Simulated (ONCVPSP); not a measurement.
# Which change was made? (W, ONCV)

- Element: W (Z = 74)
- Generator: ONCVPSP 4.0.1
- Type: optimised norm-conserving Vanderbilt (ONCV)
- Functional: PBEsol
- Relativity: scalar-relativistic
- Frozen core: [Xe] 4f14
- Valence charge: 6
- Reference configuration: 5d5 6s1
- Partial waves: 6s: rc 2.90 bohr, ncon 4, nbas 8, qcut 1.9 1/bohr, 2 projectors, debl 3.7 Ha; p scattering state at 0.1 Ha: rc 2.65 bohr, ncon 3, nbas 6, qcut 3 1/bohr, 2 projectors, debl 3.6 Ha; 5d: rc 2.55 bohr, ncon 3, nbas 7, qcut 6.3 1/bohr, 1 projector
- Local potential: polynomial inside 1.80 bohr (lpopt 5, dvloc0 0 Ha)
- Core correction: Teter function, fcfact 1.75, rcfact 1.3

In the p channel the program set the typed energies aside and used 0.050, 3.650 Ha.

Cutoffs, loose and tight: the cutoffs (Ha) at which the residual kinetic energy of the hardest occupied pseudo-wave falls to 1 and 0.1 mHa per electron. They do not see the model core or the augmentation charge, which bear on the density cutoff. Test errors are all-electron minus pseudo excitation energies from the reference, over the configurations 5d4 6s2; 5d4 6s1; 5d4 6s0; 5d4 6s1 6p1; variants that change the core or the reference have their own tests. The largest error is taken over the tests solved by every variant that gives reliable tests at all, those not shown here included: 5d4 6s0; 5d4 6s1; 5d4 6s2.

The base gives: outcome: generated, projector energies reset by the program; cutoff, loose: 12 Ha; cutoff, tight: 19 Ha; bound ghosts: none; GHOST(+) flags above zero: s, p; largest test error (meV): -31.

(1) After one change the result is: outcome: generated, projector energies reset by the program; cutoff, loose: 16 Ha; cutoff, tight: 20 Ha; bound ghosts: none; GHOST(+) flags above zero: s, p; largest test error (meV): -49. Which change was it?
A. s: debl 0.2
B. core correction Teter function, fcfact 1.75, rcfact 1.18
C. s: qcut 1.4; p: qcut 2.1; d: qcut 4.5
D. reference 5d4 6s1

Answers

(1) C. The others give: reference 5d4 6s1 → outcome: generated, projector energies reset by the program; cutoff, loose: 13 Ha; cutoff, tight: 20 Ha; bound ghosts: none; GHOST(+) flags above zero: s, p; largest test error (meV): -101 | s: debl 0.2 → outcome: generated, projector energies reset by the program; cutoff, loose: 12 Ha; cutoff, tight: 19 Ha; bound ghosts: s; GHOST(+) flags above zero: s, p; largest test error (meV): -31 | core correction Teter function, fcfact 1.75, rcfact 1.18 → outcome: generated, projector energies reset by the program; cutoff, loose: 12 Ha; cutoff, tight: 19 Ha; bound ghosts: none; GHOST(+) flags above zero: s, p; largest test error (meV): -18.
